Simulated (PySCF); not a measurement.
F3In, charge -1, doublet, geometry from GFN2-xTB (such geometries of metal compounds can be far from the true shape) (a state made from the parent by changing its charge; the spin is typed, not shown lowest) (all electrons, no relativity), with bond 2-1 at 1.6 times its length; PySCF with B3LYP/STO-3G.

The PySCF input:
```python
from pyscf import gto, scf, dft

mol = gto.M(
    atom='''
In   -0.00000000    0.00000000   -0.00000000
F    -3.12005557   -1.89770926    0.05586197
F     0.01763842    2.14457977   -0.78171535
F     1.93239631   -0.95851148    0.74680162
''',
    basis='sto-3g',
    charge=-1,
    spin=1,
    verbose=4,
)

mf = dft.UKS(mol)
mf.xc = 'b3lyp'
mf.diis = False
mf.damp = 0.6
mf.diis_start_cycle = 200
mf.max_cycle = 150
mf.kernel()
mf.analyze()
```

The log (banner, timings and long lists left out):

```
PySCF version 2.14.0

[INPUT] verbose = 4
[INPUT] num. atoms = 4
[INPUT] num. electrons = 77
[INPUT] charge = -1
[INPUT] spin (= nelec alpha-beta = 2S) = 1
[INPUT] symmetry False subgroup None
[INPUT] Mole.unit = angstrom
[INPUT] Symbol           X                Y                Z      unit          X                Y                Z       unit  Magmom
[...]
nuclear repulsion = 295.738353999333
number of shells = 20
number of NR pGTOs = 126
number of NR cGTOs = 42
basis = sto-3g
ecp = {}

******** <class 'pyscf.dft.uks.UKS'> ********
method = UKS
initial guess = minao
damping factor = 0.6
level_shift factor = 0
DIIS disabled
SCF conv_tol = 1e-09
SCF conv_tol_grad = None
SCF max_cycles = 150
direct_scf = True
direct_scf_tol = 1e-13
number electrons alpha = 39  beta = 38
XC library pyscf.dft.libxc version 7.1.2
    S. Lehtola, C. Steigemann, M. J. T. Oliveira, and M. A. L. Marques,  SoftwareX 7, 1–5 (2018)
XC functionals = b3lyp
    P. J. Stephens, F. J. Devlin, C. F. Chabalowski, and M. J. Frisch,  J. Phys. Chem. 98, 11623 (1994)
radial grids:
    Treutler-Ahlrichs [JCP 102, 346 (1995); DOI:10.1063/1.469408] (M4) radial grids

becke partition: Becke, JCP 88, 2547 (1988); DOI:10.1063/1.454033
pruning grids: <function nwchem_prune>
grids dens level: 3
symmetrized grids: False
atomic radii adjust function: <function treutler_atomic_radii_adjust>
small_rho_cutoff = 0
Set gradient conv threshold to 3.16228e-05
tot grids = 64664
init E= -5964.34594330257

cycle= 1 E= -5979.56383127797  delta_E= -15.2  |g|= 0.306  |ddm|= 1.53
cycle= 2 E= -5979.46943618331  delta_E= 0.0944  |g|= 0.298  |ddm|=  1.4

cycle= 3 E= -5977.19339839881  delta_E= 2.28  |g|= 0.637  |ddm|= 2.66
cycle= 4 E= -5979.41247139721  delta_E= -2.22  |g|= 0.181  |ddm|= 2.75
cycle= 5 E= -5979.4532267486  delta_E= -0.0408  |g|= 0.115  |ddm|= 0.578
cycle= 6 E= -5979.53019969203  delta_E= -0.077  |g|= 0.301  |ddm|= 1.73
cycle= 7 E= -5979.45037683415  delta_E= 0.0798  |g|= 0.201  |ddm|= 1.66
cycle= 8 E= -5977.33560405293  delta_E= 2.11  |g|= 0.752  |ddm|= 2.67
cycle= 9 E= -5979.41883910222  delta_E= -2.08  |g|= 0.138  |ddm|= 2.72
cycle= 10 E= -5979.45785517724  delta_E= -0.039  |g|= 0.0899  |ddm|= 0.473
cycle= 11 E= -5977.66432991773  delta_E= 1.79  |g|= 0.952  |ddm|= 2.61
cycle= 12 E= -5979.42232034478  delta_E= -1.76  |g|= 0.134  |ddm|= 2.63
cycle= 13 E= -5979.45919930909  delta_E= -0.0369  |g|= 0.0922  |ddm|= 0.447
cycle= 14 E= -5977.23237304556  delta_E= 2.23  |g|= 0.59  |ddm|= 2.72
cycle= 15 E= -5979.41785690113  delta_E= -2.19  |g|= 0.129  |ddm|= 2.74
cycle= 16 E= -5979.45635729927  delta_E= -0.0385  |g|= 0.0772  |ddm|= 0.458
cycle= 17 E= -5977.84990162222  delta_E= 1.61  |g|=    1  |ddm|= 2.57
cycle= 18 E= -5979.42488907654  delta_E= -1.57  |g|= 0.131  |ddm|= 2.58
cycle= 19 E= -5979.46095615066  delta_E= -0.0361  |g|= 0.0949  |ddm|= 0.433
cycle= 20 E= -5977.22211807069  delta_E= 2.24  |g|= 0.515  |ddm|= 2.74
cycle= 21 E= -5979.41722701395  delta_E= -2.2  |g|= 0.128  |ddm|= 2.76
cycle= 22 E= -5979.4561823122  delta_E= -0.039  |g|= 0.0756  |ddm|= 0.46
cycle= 23 E= -5977.35625678647  delta_E=  2.1  |g|= 0.583  |ddm|= 2.72
cycle= 24 E= -5979.41800182097  delta_E= -2.06  |g|= 0.126  |ddm|= 2.73
cycle= 25 E= -5979.45620708121  delta_E= -0.0382  |g|= 0.0746  |ddm|= 0.454
cycle= 26 E= -5977.3186329314  delta_E= 2.14  |g|= 0.508  |ddm|= 2.73
cycle= 27 E= -5979.41723155013  delta_E= -2.1  |g|= 0.126  |ddm|= 2.74
cycle= 28 E= -5979.4559620561  delta_E= -0.0387  |g|= 0.0734  |ddm|= 0.458
cycle= 29 E= -5977.31645833593  delta_E= 2.14  |g|= 0.496  |ddm|= 2.73
cycle= 30 E= -5979.41705605051  delta_E= -2.1  |g|= 0.125  |ddm|= 2.75
cycle= 31 E= -5979.45590014667  delta_E= -0.0388  |g|= 0.073  |ddm|= 0.459
cycle= 32 E= -5977.31382342229  delta_E= 2.14  |g|= 0.489  |ddm|= 2.73
cycle= 33 E= -5979.4169634598  delta_E= -2.1  |g|= 0.125  |ddm|= 2.75
cycle= 34 E= -5979.45587249909  delta_E= -0.0389  |g|= 0.0728  |ddm|= 0.46
[...]
cycle= 139 E= -5979.4558535137  delta_E= -0.039  |g|= 0.0727  |ddm|= 0.46
cycle= 140 E= -5977.31195212135  delta_E= 2.14  |g|= 0.484  |ddm|= 2.73
cycle= 141 E= -5979.41688860461  delta_E= -2.1  |g|= 0.125  |ddm|= 2.75
cycle= 142 E= -5979.45585353569  delta_E= -0.039  |g|= 0.0727  |ddm|= 0.46
cycle= 143 E= -5977.31195532776  delta_E= 2.14  |g|= 0.484  |ddm|= 2.73
cycle= 144 E= -5979.41688871495  delta_E= -2.1  |g|= 0.125  |ddm|= 2.75
cycle= 145 E= -5979.45585355767  delta_E= -0.039  |g|= 0.0727  |ddm|= 0.46
cycle= 146 E= -5977.31195853557  delta_E= 2.14  |g|= 0.484  |ddm|= 2.73
cycle= 147 E= -5979.41688882535  delta_E= -2.1  |g|= 0.125  |ddm|= 2.75
cycle= 148 E= -5979.45585357965  delta_E= -0.039  |g|= 0.0727  |ddm|= 0.46
cycle= 149 E= -5977.31196174476  delta_E= 2.14  |g|= 0.484  |ddm|= 2.73
cycle= 150 E= -5979.41688893577  delta_E= -2.1  |g|= 0.125  |ddm|= 2.75
SCF not converged.
SCF energy = -5979.41688893577 after 150 cycles  <S^2> = 0.754797  2S+1 = 2.0047913
**** SCF Summaries ****
Total Energy =                       -5979.416888935773386
Nuclear Repulsion Energy =             295.738353999333469
One-electron Energy =                -8892.567386455635642
Two-electron Energy =                 2617.412143520528389
Two-electron Coulomb Energy =         2806.426579217493781
DFT Exchange-Correlation Energy =     -189.014435696965393
**** MO energy ****
                             alpha | beta                alpha | beta
[...]
To work with the spin densities directly, `use mulliken_meta_spin()` only printing them here.

 ** Mulliken spin pop alpha/beta on meta-lowdin orthogonal AOs **
 ** Mulliken Spin Density (per AO)  **
spin_pop of  0 In 1s        0.00000
spin_pop of  0 In 2s        0.00000
spin_pop of  0 In 3s        0.00002
spin_pop of  0 In 4s        0.00034
spin_pop of  0 In 5s        0.15237
spin_pop of  0 In 2px       0.00000
spin_pop of  0 In 2py       0.00000
spin_pop of  0 In 2pz      -0.00000
spin_pop of  0 In 3px       0.00000
spin_pop of  0 In 3py       0.00000
spin_pop of  0 In 3pz      -0.00000
spin_pop of  0 In 4px       0.00033
spin_pop of  0 In 4py       0.00006
spin_pop of  0 In 4pz       0.00001
spin_pop of  0 In 5px       0.13394
spin_pop of  0 In 5py       0.02877
spin_pop of  0 In 5pz      -0.00592
spin_pop of  0 In 3dxy      0.00002
spin_pop of  0 In 3dyz      0.00003
spin_pop of  0 In 3dz^2     0.00002
spin_pop of  0 In 3dxz      0.00001
spin_pop of  0 In 3dx2-y2    0.00000
spin_pop of  0 In 4dxy      0.04252
spin_pop of  0 In 4dyz      0.06367
spin_pop of  0 In 4dz^2     0.04043
spin_pop of  0 In 4dxz      0.02286
spin_pop of  0 In 4dx2-y2    0.01003
spin_pop of  1 F 1s        0.00000
spin_pop of  1 F 2s        0.00003
spin_pop of  1 F 2px       0.00029
spin_pop of  1 F 2py       0.00011
spin_pop of  1 F 2pz      -0.00001
spin_pop of  2 F 1s       -0.00000
spin_pop of  2 F 2s       -0.00042
spin_pop of  2 F 2px       0.07923
spin_pop of  2 F 2py       0.16806
spin_pop of  2 F 2pz       0.00815
spin_pop of  3 F 1s       -0.00000
spin_pop of  3 F 2s       -0.00042
spin_pop of  3 F 2px       0.24789
spin_pop of  3 F 2py       0.00183
spin_pop of  3 F 2pz       0.00575
 ** Mulliken Spin Density (per atom)  **
spin density of  0 In =      0.48951
spin density of  1 F =      0.00042
spin density of  2 F =      0.25502
spin density of  3 F =      0.25505
 ** Mulliken pop alpha/beta on meta-lowdin orthogonal AOs **
 ** Mulliken pop       alpha | beta **
In total            39.00000 | 38.00000
 ** Mulliken atomic charges   ( Nelec_alpha | Nelec_beta ) **
charge of  0In =      0.23376  (    24.62787     24.13836 )
charge of  1F =     -0.99923  (     4.99983      4.99941 )
charge of  2F =     -0.11728  (     4.68615      4.43113 )
charge of  3F =     -0.11725  (     4.68615      4.43110 )

WARN: System has nonzero charge -1; the dipole moment is origin-dependent.
Location of origin: [0. 0. 0.]

Dipole moment(X, Y, Z, Debye): 15.14305,  9.21013, -0.27099
```

The run did not converge; its last values are not results.
